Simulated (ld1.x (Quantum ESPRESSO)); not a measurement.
**Before and after: ultrasoft potential for Br**

bromine, ultrasoft, made with ld1.x (Quantum ESPRESSO) 7.5 (LDA (PZ), fully relativistic). Core [Ar] 3d10, reference 4s2 4p5. Waves: 4s (bound): rcut 1.00, rcutus 1.35 bohr; 4s channel at 1.9 Ry: rcut 1.00, rcutus 1.35 bohr; 4p (bound): rcut 1.60, rcutus 1.85 bohr; 4p channel at 0.2 Ry: rcut 1.60, rcutus 1.85 bohr. Local part: all-electron potential smoothed inside 1.05 bohr (lloc = -1). Core correction: none. Augmentation charge: built from norm-conserving waves at rcut, not smoothed further.

Open shells are filled in proportion to 2j + 1 (rel_dist='average').

All-electron outer shells of the reference configuration (LDA (PZ), scalar-relativistic, ld1.x):

```json
{"shell": "3p", "level (eV)": "-173.21", "outermost node (bohr)": "0.21", "outermost maximum (bohr)": "0.48"}
{"shell": "3d", "level (eV)": "-67.00", "outermost node (bohr)": "–", "outermost maximum (bohr)": "0.43"}
{"shell": "4s", "level (eV)": "-20.32", "outermost node (bohr)": "0.67", "outermost maximum (bohr)": "1.41"}
{"shell": "4p", "level (eV)": "-8.01", "outermost node (bohr)": "0.70", "outermost maximum (bohr)": "1.66"}
```

Change: local potential all-electron potential smoothed inside 1.70 bohr (lloc = -1).

Cutoffs: the cutoffs (Ry, on a coarse ladder) from which the occupation-weighted sum of valence levels, in a spherical-Bessel basis at the reference potential, stays within 10 and 1 mRy of its value at 400 Ry; they do not see the model core or the augmentation charge, which bear on the density cutoff. Errors are all-electron minus pseudo energies relative to the spin-unpolarised reference configuration.

Question: How do hardness, ghosts and transferability respond?

Answer: The potential gets softer (55 Ry and 70 Ry → 21 Ry and 45 Ry); the bound ghost in s disappears; the errors of the 7 common tests hardly move. A state that the projectors do not describe sees the local part alone, so a deeper or shallower local part can create or remove a ghost.

```tsv
quantity	base	changed
cutoff, loose	55 Ry	21 Ry
cutoff, tight	70 Ry	45 Ry
loose cutoff by channel (10 mRy a level)	s 55 Ry, p 12 Ry	s 18 Ry, p 12 Ry
bound ghosts	s	none
error for 4s2 4p4, meV [ΔE 12.71 eV]	+2.1	+2.2
error for 4s2 4p3, meV [ΔE 35.66 eV]	+16	+17
error for 4s2 4p2, meV [ΔE 69.89 eV]	+64	+66
error for 4s2 4p4.5, meV [ΔE 5.15 eV]	+0.4	+0.4
error for 4s1 4p6, meV [ΔE 12.41 eV]	+15	+16
error for 4s2 4p5.3, meV [ΔE -2.01 eV]	+0.1	+0.1
error for 4s1 4p5, meV [ΔE 25.75 eV]	+15	+15
s: phases at 1.99 bohr within 0.05 rad from the reference energy up to (Ry; the scan ends near 5)	to the end of the scan	4.2
p1/2: phases at 1.99 bohr within 0.05 rad from the reference energy up to (Ry; the scan ends near 5)	to the end of the scan	to the end of the scan
p3/2: phases at 1.99 bohr within 0.05 rad from the reference energy up to (Ry; the scan ends near 5)	to the end of the scan	to the end of the scan
lowest overlap eigenvalue by channel	s 0.57, p1/2 0.52, p3/2 0.51	s 0.58, p1/2 0.64, p3/2 0.63
```

 A true bound ghost makes a file unfit for plane-wave use even where its test errors are small: the radial tests pick states by their node count and pass the ghost by.
